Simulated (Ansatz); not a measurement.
`C#C[SiH2][AlH][Cl]` + CH₃OH → `C[O][AlH][Cl]` + `C#C[SiH3]`  (cleavage of the Al–Si bond)

Computed with Ansatz on PBE0-D4/def2-TZVP structures; ΔE is electronic, products minus reactants. CCSD(T)/CBS is the MP2 limit (def2-TZVPP, def2-QZVPP) plus CCSD(T) − MP2 in def2-TZVPP, frozen cores. This one scheme is used for every species. Each species was taken in one conformer, which may not be the lowest.

```json
{"species": "`C#C[SiH2][AlH][Cl]`", "CCSD/def2-SVP energy (Eh)": "-1068.64157"}
{"species": "CH₃OH", "CCSD/def2-SVP energy (Eh)": "-115.31607"}
{"species": "`C[O][AlH][Cl]`", "CCSD/def2-SVP energy (Eh)": "-816.84242"}
{"species": "`C#C[SiH3]`", "CCSD/def2-SVP energy (Eh)": "-367.17021"}
```

(1) Work out ΔE.

Largest T1 diagnostic among the species: 0.013.

Answers

(1) ΔE = (-816.84242) + (-367.17021) − (-1068.64157) − (-115.31607) = -0.05499 Eh = -144.4 kJ/mol. CCSD(T)/CBS gives -136.5 kJ/mol.

At CCSD(T), def2-SVP lies −6.5 kJ/mol from the extrapolated value and def2-TZVPP −1.6 kJ/mol. From BLYP to BHLYP (50 % exact exchange), in def2-TZVPP and without D4, ΔE moves by −9.3 kJ/mol.
